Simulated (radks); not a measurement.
These are the eigenvalues of the occupied orbitals of an atom or ion with whole-number occupations (hartree). All-electron calculation, Dirac Kohn-Sham, BLYP, spin-unpolarised, spherical densities, finite nucleus; Fermi nuclear charge, rms radius of each element as measured or else 0.836 A^(1/3) + 0.57 fm. Program: a radial shooting solver on a logarithmic mesh with Libxc functionals.

1s1/2: -1904.686
2s1/2: -316.4809
2p1/2: -300.8371
2p3/2: -273.3958
3s1/2: -71.07583
3p1/2: -64.26713
3p3/2: -58.60467
3d3/2: -46.85875
3d5/2: -45.62377
4s1/2: -14.93583
4p1/2: -12.26384
4p3/2: -10.99037
4d3/2: -6.58215
4d5/2: -6.35013
5s1/2: -2.52168
5p1/2: -1.75457
5p3/2: -1.56345
4f5/2: -1.10575
4f7/2: -1.07227
6s1/2: -0.47592
6p1/2: -0.31674
6p3/2: -0.29285

Which element is it, and in what charge state? The configuration may be excited. Open shells, if any, are shared by 2j + 1.

Answer. Z = 65, terbium, charge +1: Tb+ in [Xe] 4f7 6s1 6p2. The list shows which subshells hold electrons but not how many an open one holds; the 1s level, -1904.7 hartree, gives Z - s = 61.7 by -(Z - s)^2/2, which with screening and relativity narrows Z to a few neighbours, and the depths of the outer levels then fix element, charge and occupations together.
